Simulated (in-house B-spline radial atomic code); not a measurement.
Radial electron density of Ta VI (Ta5+), [Kr] 4d10 4f14 5s2 5p5 8d1. Computed with a B-spline radial code for spherical atoms: Dirac-Hartree-Fock, average of configuration, Fermi nucleus of rms radius 5.3507 fm.

Columns: r (bohr), 4πr²n(r) (electrons per bohr), bar.

```
0.000575    3.059 #
0.000736     4.55 ##
0.000942    6.716 ##
 0.00121    9.877 ###
 0.00154    14.17 #####
 0.00198    20.34 #######
 0.00253    28.43 ##########
 0.00324    38.96 #############
 0.00415    51.88 #################
 0.00531    66.52 ######################
  0.0068    81.52 ###########################
 0.00871    94.36 ################################
  0.0111    101.9 ##################################
  0.0143    102.4 ##################################
  0.0183    96.86 ################################
  0.0234    91.37 ###############################
    0.03    94.66 ################################
  0.0383    110.1 #####################################
  0.0491    128.6 ###########################################
  0.0629    131.4 ############################################
  0.0805    114.8 ######################################
   0.103    102.4 ##################################
   0.132    113.1 ######################################
   0.169    120.7 ########################################
   0.216    94.06 ###############################
   0.277    63.46 #####################
   0.354    66.65 ######################
   0.454     72.9 ########################
   0.581     53.5 ##################
   0.744    29.54 ##########
   0.952    17.22 ######
    1.22    10.23 ###
    1.56     4.36 #
       2    1.054 
    2.56   0.1843 
    3.27  0.02842 
    4.19  0.03114 
    5.37  0.08872 
    6.87 0.004515 
     8.8   0.1881 
    11.3   0.1102 
    14.4 0.009468 
    18.5 9.449e-05 
    23.6 1.038e-07 
    30.3 6.199e-12
```

On this grid the curve has 6 maxima, near 0.0143, 0.0629, 0.169, 0.454, 5.37, 8.8 bohr.

The 8d3/2 radial function P(r) = rR(r), positive near the nucleus, with its small component Q(r) (sign convention: Q ≈ (P' + κP/r)/2c):

```csv
r (bohr),P,Q
0.00871,0.0005863,0.0009131
0.0143,0.002004,0.002022
0.0234,0.006454,0.004023
0.0383,0.01858,0.006763
0.0629,0.04374,0.008492
0.103,0.07005,0.005779
0.169,0.04351,-0.001369
0.277,-0.06441,-0.004648
0.454,-0.09402,-0.0001619
0.744,0.08095,0.002919
1.22,0.1833,0.0005864
2,-0.1136,-0.001894
3.27,-0.1433,0.0008539
5.37,0.2952,-1.195e-05
8.8,-0.4368,-0.0005771
14.4,-0.09492,0.0001216
```
